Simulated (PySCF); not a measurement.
## SMILES C=Cc1cnc(Br)nc1, C6H5BrN2

Molfile (atoms numbered from 1):
```
C6H5BrN2
     RDKit          3D

 14 14  0  0  0  0  0  0  0  0999 V2000
    2.5317    0.2307    0.4550 C   0  0  0  0  0  0  0  0  0  0  0  0
    1.5950   -0.0175   -0.4529 C   0  0  0  0  0  0  0  0  0  0  0  0
    0.1616   -0.0389   -0.2148 C   0  0  0  0  0  0  0  0  0  0  0  0
   -0.4477    0.2036    1.0226 C   0  0  0  0  0  0  0  0  0  0  0  0
   -1.7558    0.1727    1.1868 N   0  0  0  0  0  0  0  0  0  0  0  0
   -2.4784   -0.1002    0.1211 C   0  0  0  0  0  0  0  0  0  0  0  0
   -4.3420   -0.1426    0.3626 Br  0  0  0  0  0  0  0  0  0  0  0  0
   -2.0380   -0.3464   -1.0940 N   0  0  0  0  0  0  0  0  0  0  0  0
   -0.7298   -0.3156   -1.2591 C   0  0  0  0  0  0  0  0  0  0  0  0
    2.3039    0.4459    1.4850 H   0  0  0  0  0  0  0  0  0  0  0  0
    3.5752    0.2264    0.1918 H   0  0  0  0  0  0  0  0  0  0  0  0
    1.8817   -0.2283   -1.4757 H   0  0  0  0  0  0  0  0  0  0  0  0
    0.1223    0.4297    1.9129 H   0  0  0  0  0  0  0  0  0  0  0  0
   -0.3803   -0.5200   -2.2634 H   0  0  0  0  0  0  0  0  0  0  0  0
  1  2  2  0
  2  3  1  0
  3  4  2  0
  4  5  1  0
  5  6  2  0
  6  7  1  0
  6  8  1  0
  8  9  2  0
  9  3  1  0
  1 10  1  0
  1 11  1  0
  2 12  1  0
  4 13  1  0
  9 14  1  0
M  END
```

Method: GIAO B3LYP/pcSseg-1 magnetisability, rotational g tensor and spin-rotation constants, non-relativistic, gas phase (PySCF 2.14.0). Geometry: GFN2-xTB.

The calculation is non-relativistic, which matters for the atoms heavier than Zn.

Question: What are the magnetisability and the molar susceptibility?

Answer: Isotropic -1343 × 10⁻³⁰ J/T², or -80.9 × 10⁻⁶ cm³/mol; principal values -1901, -1130, -997 × 10⁻³⁰ J/T², anisotropy 845 × 10⁻³⁰ J/T² (root of half the summed squared differences of the principal values). The susceptibility is in cgs units.

Question: Split it along the inertial axes a, b, c into diamagnetic and paramagnetic parts about the centre of mass, with the quadrupole moment.

Answer: 
```tsv
axis	χ (10⁻⁶ cm³/mol)	diamagnetic (10⁻⁶ cm³/mol)	paramagnetic (10⁻⁶ cm³/mol)	summed x² of all electrons (Å²)	quadrupole Θ (D Å)
a	-67.9	-346.0	278.1	534.3	+11.89
b	-60.1	-2325.6	2265.5	67.7	-4.26
c	-114.5	-2553.7	2439.3	13.9	-7.63
```
Anisotropies 2χaa − χbb − χcc = +38.8 and 2χbb − χaa − χcc = +62.1 × 10⁻⁶ cm³/mol. Θ is traceless in Buckingham's convention.

Question: And the rotational g tensor?

Answer: 
```tsv
axis	rotational constant (GHz)	g	nuclear part	electronic part
a	5.3513	-0.1205	0.5785	-0.6990
b	0.4959	-0.0108	0.5171	-0.5278
c	0.4539	+0.0022	0.5223	-0.5201
```
Asymmetric top; isotopes 79Br, 12C, 1H, 14N; no vibrational averaging.
